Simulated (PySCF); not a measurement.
**Argon: a sound run and one with changed settings**

Sound run: Ar⁺ [Ne] 3s2 3p5, Ar²⁺ [Ne] 3s2 3p4. Computed with PySCF 2.14 in cc-pVTZ-DK (5s4p2d1f, 34 functions), with scalar relativity by spin-free X2C-1e. In the sound run the correlated levels freeze [Ne]. The sound run starts from symmetry-adapted Hartree-Fock orbitals and uses a fine grid where one is needed.

Changed run: a valence shell is frozen. This setting is unsound on purpose.

```tsv
species	method	sound run (hartree)	changed run (hartree)	converged
Ar⁺	MP2	-528.25189	-528.19066	yes
Ar⁺	CCSD(T)	-528.28081	-528.20412	yes
Ar²⁺	MP2	-527.24768	-527.17894	yes
Ar²⁺	CCSD(T)	-527.27657	-527.19068	yes
```

Ionisation energy of Ar⁺:

```tsv
method	sound run (eV)	changed run (eV)
UHF	26.361	26.361
MP2	27.326	27.530
SCS-MP2	27.321	27.603
CCSD	27.296	27.532
CCSD(T)	27.327	27.577
```

Freezing a valence shell removes pair correlation that changes on ionisation.

For comparison, NIST gives 27.630 eV between the lowest levels.
